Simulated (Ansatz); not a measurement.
`NCB1C=N1` + CH₄ → `CB1C=N1` + CH₃NH₂  (formal exchange of groups at a B–C bond)

Computed with Ansatz on PBE0-D4/def2-TZVP structures; ΔE is electronic, products minus reactants. CCSD(T)/CBS adds triple-zeta CCSD(T) − MP2 to the extrapolated MP2 energy (def2 sets, frozen cores). This one scheme is used for every species. Functionals use def2-TZVPP. One conformer a species, not always the lowest.

```json
{"species": "`NCB1C=N1`", "LC-ωPBE energy (Eh)": "-213.45997"}
{"species": "CH₄", "LC-ωPBE energy (Eh)": "-40.51009"}
{"species": "`CB1C=N1`", "LC-ωPBE energy (Eh)": "-158.12962"}
{"species": "CH₃NH₂", "LC-ωPBE energy (Eh)": "-95.84320"}
```

Q: Work out ΔE.

A: ΔE = (-158.12962) + (-95.84320) − (-213.45997) − (-40.51009) = -0.00276 Eh = -1.7 kcal/mol. CCSD(T)/CBS gives -1.4 kcal/mol.

Largest T1 diagnostic among the species: 0.011.

In def2-TZVPP, CCSD(T) changes the Hartree–Fock value by +1.5 kcal/mol (the triples alone add +0.3 kcal/mol) and MP2 by +1.5 kcal/mol. At CCSD(T), def2-SVP lies +0.9 kcal/mol from the extrapolated value and def2-TZVPP +0.3 kcal/mol.
